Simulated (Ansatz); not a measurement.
ClFH$_{2}$OSi$_{2}$. Charge 0, multiplicity 1. The bonds changed during the relaxation, so this is another structure than the one it started from. The geometry is a stationary point of PBE0-D4/def2-TZVP.

```xyz
7

F     0.365   -1.685   -1.829
Si    0.020   -0.171   -2.268
O    -0.044    0.587   -0.816
Si    0.026    0.434    0.816
Cl   -1.544   -0.701    1.472
H     1.279   -0.241    1.214
H    -0.102    1.779    1.410
```

Q: What is the dipole moment at r2SCAN/def2-TZVPP? (An estimate is asked.)

A: Ansatz gave: 1.34 D, with components (0.70, 1.14, 0.07) D in this frame, pointing from negative to positive charge.

Q: And with PBE, B3LYP, ωB97M-V? (An estimate is asked.)

A: The calculation gave: PBE 1.29 D, B3LYP 1.43 D, ωB97M-V 1.42 D.

Q: Give the Mulliken charges with r2SCAN, B3LYP, PBE in def2-TZVPP. (An estimate is asked.)

A: Computed: 
| atom | r2SCAN | B3LYP | PBE |
| --- | --- | --- | --- |
| F1 | -0.30 | -0.30 | -0.26 |
| Si2 | 0.49 | 0.46 | 0.38 |
| O3 | -0.38 | -0.33 | -0.26 |
| Si4 | 0.57 | 0.54 | 0.45 |
| Cl5 | -0.24 | -0.24 | -0.21 |
| H6 | -0.06 | -0.06 | -0.05 |
| H7 | -0.06 | -0.06 | -0.05 |

B3LYP here is the variant with VWN-RPA as its local correlation; programs differ in this.
